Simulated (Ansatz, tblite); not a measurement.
Removing an electron: Be5⁻. Charge -1, multiplicity 2. Geometry: PBE0/def2-TZVPD. Ansatz, gas phase; energy differences of separate SCF runs; the oxidised species is a triplet (the singlet lies 0.14 eV higher at PBE0/def2-TZVPD).

Cartesian coordinates in Å:
```
Be 0.198 0.789 -0.869
Be 0.543 -1.269 -0.872
Be -0.591 1.115 1.036
Be 0.971 -0.130 0.739
Be -1.120 -0.506 -0.034
```

The xTB rows come from tblite. The structure comes from a short search, and lower isomers may exist.

**Question.** Estimate orbital energies and vertical ionisation energies at: GFN1-xTB; GFN2-xTB; PBE/def2-TZVPD; r2SCAN/def2-TZVPD; PBE0/def2-TZVPD.

**Answer.** 
```json
{"level": "GFN1-xTB", "−HOMO (eV)": "–", "vertical IE (eV)": "4.27", "−LUMO (eV)": "–", "HOMO–LUMO gap (eV)": "–", "remarks": "–"}
{"level": "GFN2-xTB", "−HOMO (eV)": "–", "vertical IE (eV)": "-6.90", "−LUMO (eV)": "–", "HOMO–LUMO gap (eV)": "–", "remarks": "–"}
{"level": "PBE/def2-TZVPD", "−HOMO (eV)": "-0.08", "vertical IE (eV)": "1.78", "−LUMO (eV)": "-1.15", "HOMO–LUMO gap (eV)": "1.08", "remarks": "HOMO above zero (-1 doublet)"}
{"level": "r2SCAN/def2-TZVPD", "−HOMO (eV)": "-0.05", "vertical IE (eV)": "1.69", "−LUMO (eV)": "-1.20", "HOMO–LUMO gap (eV)": "1.15", "remarks": "HOMO above zero (-1 doublet), spin-contaminated (⟨S²⟩ 1.01) (-1 doublet)"}
{"level": "PBE0/def2-TZVPD", "−HOMO (eV)": "0.46", "vertical IE (eV)": "1.70", "−LUMO (eV)": "-1.77", "HOMO–LUMO gap (eV)": "2.22", "remarks": "–"}
```

  A HOMO above zero means that the electron is unbound at that level or that self-interaction error raises the level; the energy of removing that electron tells which. HOMO and LUMO are the levels of the spin that leaves or enters (xTB has no such levels and no spin-polarisation term). Other spin states of the ions may lie lower, which would lower the ionisation energy or raise the affinity. Raw xTB energy differences between charge states are shifted by several eV; the methods need an empirical correction for them.
